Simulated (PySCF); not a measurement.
## Correlation energy of W (tungsten, neutral)

[Xe] 4f14 5d5 6s1, high-spin 7S determinant (an excited configuration). Calculation: PySCF 2.14, in def2-TZVPPD with the def2 core potential (60 electrons) (6s5p3d2f1g, 59 functions); scalar relativity through the core potential. Frozen: nothing; 14 electrons correlated.

```
  level  correlation energy (mhartree)
   CCSD                        -299.55
    (T)                          -8.65
CCSD(T)                        -308.20
```

Diagnostics: T1 = 0.0089, D1 = 0.0348, largest double amplitude 0.028.

Cost of the coupled-cluster step: roughly 14 core-seconds, for 14 correlated electrons.

The basis has no tight functions for the innermost shells, so their pair energies are far from complete.

This basis was not built for core-valence correlation, so the inner-shell part is incomplete.
